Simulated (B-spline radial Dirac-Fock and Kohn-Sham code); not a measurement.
What relativity does to the binding energies of Nb⁷⁺

System: the Nb⁷⁺ ion, configuration [Ar] 3d10 4s2 4p4.

Both columns are ΔSCF binding energies of the configuration average from a B-spline atomic structure program: non-relativistic Hartree-Fock with a point nucleus, and Dirac-Fock with a finite nucleus and the Coulomb interaction alone, averaged over the two j levels with weights 2j+1.

```tsv
shell	Hartree-Fock (eV)	Dirac-Fock (eV)	shift (eV)	shift (%)
1s	18714.3	19160.0	+445.74	+2.38
2s	2727.2	2831.8	+104.59	+3.84
3s	572.6	592.3	+19.74	+3.45
3d	328.9	325.3	-3.52	-1.07
4s	164.1	167.6	+3.52	+2.14
4p	137.6	138.3	+0.73	+0.53
```

Relativity binds 1s, 2s, 3s, 4s, 4p more strongly, among those listed most of all 2s in relative terms, and 3d more weakly, because the contracted s and p shells screen the nucleus better.

Values without a named source are computed, but for edge energies of neutral atoms, which are taken from tables.
